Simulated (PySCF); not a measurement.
# Computed data sheet: `FC(F)=C(F)c1cscn1`

Species: C5H2F3NS.
Structure used (PBE0-D3(BJ)/def2-SVP), in Å, numbered top down from 1:
```xyz
12
C5H2F3NS angstrom
F     -3.460   -0.140    0.181
C     -2.229    0.292    0.099
F     -2.164    1.589    0.015
C     -1.172   -0.533    0.101
F     -1.417   -1.845    0.191
C      0.233   -0.176    0.003
C      1.239   -1.116   -0.040
S      2.754   -0.328   -0.162
C      1.934    1.195   -0.144
N      0.644    1.127   -0.056
H      1.146   -2.199   -0.010
H      2.494    2.132   -0.203
```

Some functional groups and rings: C=C double bond, pyridine-type ring nitrogen, aromatic ring with sulfur and C–F bond.

From PBE0-D3(BJ)/def2-SVP geometry optimisation, gas phase (PySCF):

- Rotational constants A, B, C: 2.800, 0.677, 0.545 GHz

From CAM-B3LYP/def2-SVPD ground state and vertical TDDFT (core frozen in the response) (PySCF):

- Dipole moment: 2.62 D
- HOMO energy: -8.02 eV
- LUMO energy: -0.33 eV
- HOMO–LUMO gap: 7.69 eV
- Lowest singlet excitation: 5.15 eV (241 nm, f = 0.177)
- Static isotropic polarisability: 87.6 au
- Electronic spatial extent ⟨r²⟩ about the centre of nuclear charge: 1784 bohr²

Monoisotopic mass (most abundant isotopes): 164.9860 u.

The largest Löwdin shares of the HOMO are 0.17 on C2, 0.16 on C4, 0.15 on C7 and 0.11 on C6. The polarisability is 12.98 Å³ as a volume (1 au = 0.148185 Å³), or 1.07 au for each of the 82 electrons. No computed singlet falls in the visible range (750 to 380 nm, 1.65 to 3.26 eV); S1 lies 1.89 eV above its blue end. With B = h/(8π²I), that is 505.379 GHz u Å² over I, the principal moments of inertia are 180.5, 746.6 and 926.9 u Å² (most abundant isotopes). The rotational constants make it an asymmetric top with κ = (2B − A − C)/(A − C) = -0.88, nearer the prolate limit (−1). In wavenumbers S1 is 41500 cm⁻¹ (1 eV = 8065.54 cm⁻¹).

One conformer stands for the species.
